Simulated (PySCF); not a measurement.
C2H7S, SMILES C(C)[SH2+], charge +1. Coordinates come from a PBE-D3(BJ)/def2-SVP optimisation. The isomer is the one that the SMILES or the coordinates give; other isomers of the formula were not compared.

### Question
Give the equilibrium geometry at PBE-D3(BJ)/def2-SVP (PySCF confirms it by a frequency run) as Cartesian coordinates in Å, and its point group. (The exact figures need the calculation; the answer reports its results.)

### Answer
point group Cs.
```xyz
10

C     -0.3610     1.6817     0.0000
C      0.6618     0.5667     0.0000
S     -0.0423    -1.1583     0.0000
H     -1.0007     1.6699     0.9049
H     -1.0007     1.6699    -0.9049
H      0.1919     2.6438     0.0000
H      1.3180     0.5497     0.8955
H      1.3180     0.5497    -0.8955
H     -0.9769    -1.0203    -0.9976
H     -0.9769    -1.0203     0.9976
```
Charge +1, spin multiplicity 1.
